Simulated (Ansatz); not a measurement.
Au, charge +2, doublet (a state made from the parent by changing its charge; the spin is typed, not shown lowest) (core potentials on Au); CAM-B3LYP/def2-SVP (Ansatz, a program for electronic structure).

Here is a job for Ansatz.
Ansatz 0.2 input:
```yaml
crystal:
  periodic: [false, false, false]
  atoms:
    - {symbol: Au, position_ang: [0.00000000, 0.00000000, 0.00000000]}
basis:
  gaussian:
    orbitals: def2-SVP
hamiltonian:
  xc: cam_b3lyp
total_charge: 2
magnetization: {spin_polarized: false, initial_magnetization: 1}
```

Q: Write the output that Ansatz gives for this input, abridged.

A: 
```
Functional definition: CAM-B3LYP
214 factors; integrals over basis functions are off by at most 1.9e-4 eV
69 factors; integrals over basis functions are off by at most 2.5e-5 eV
mean field evaluation 1: about -3657.8401 eV, gradient 4.0e1 eV
mean field evaluation 2: about -3657.8543 eV, gradient 3.9e1 eV
mean field evaluation 4: about -3661.2523 eV, gradient 4.0e-1 eV
mean field evaluation 8: about -3661.2559 eV, gradient 2.6e-2 eV
mean field evaluation 16: about -3661.2574 eV, gradient 7.2e-1 eV
mean field evaluation 32: about -3661.2614 eV, gradient 2.5e-5 eV
mean field evaluation 64: about -3661.2614 eV, gradient 1.3e-4 eV
mean field -3661.26141416 eV, -134.5488752783 hartree, gradient 5.8e-6 eV, S^2 0.750000; 6 other end points of the search recorded, 0 dependent functions left out
reference -3661.26146701 eV, -134.5488772204 hartree; 9, 8 occupied and 23, 24 virtual orbitals, 214 factors
Total energy: -3661.26146701 eV, -134.5488772204 hartree
```
